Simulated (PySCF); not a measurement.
SrSn at PBE0

Computed with PBE0; Sr def2-SVPD with ECP28, Sn def2-SVPD with ECP28; scalar-relativistic core potentials (PySCF 2.14).

- state: ³Π (triplet), unpaired electrons σ ↑, π ↑, a second solution, started from another occupation
- bond length: 3.487 Å
- harmonic wavenumber: 99.3 cm⁻¹
- force constant: 0.295 mdyn/Å
- rotational constant Be: 0.02733 cm⁻¹
- anharmonicity ωexe: 0.397 cm⁻¹
- vibration–rotation constant αe: 0.000121 cm⁻¹
- energy of the minimum from ground-state Sr + Sn: -0.58 eV
- bond order (Mayer): 0.94
- dipole moment (positive dipole means Sr(−)Sn(+)): -2.35 D

These are scalar-relativistic numbers at best; spin–orbit coupling would shift them, the dissociation energy most.
